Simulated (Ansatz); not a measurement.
All numbers were calculated with Ansatz.

A structure relaxed at PBE0-D4/def2-TZVP, charge 0, multiplicity 1:

Cartesian coordinates in Å:
```
Al -1.253 -0.120 1.338
Si 0.512 -0.686 -0.236
Zn 1.103 1.152 -1.625
H -0.899 0.522 2.749
H -2.782 -0.285 0.933
H 0.094 -1.818 -1.120
H 1.744 -1.129 0.488
H 1.482 2.363 -2.527
```

(1) Give its formula and SMILES.

(2) Point group (tolerance 0.08 Å, 0.16 Å for H)?

(3) Summarise the bond lengths by kind.

## Answers

(1) AlH5SiZn, `[AlH2][SiH2][ZnH]`.

(2) Cs.

(3) 1 × Al–Si 2.432 Å; 2 × Al–H 1.590 Å; 1 × Si–Zn 2.378 Å; 2 × H–Si 1.496 Å; 1 × H–Zn 1.557 Å.
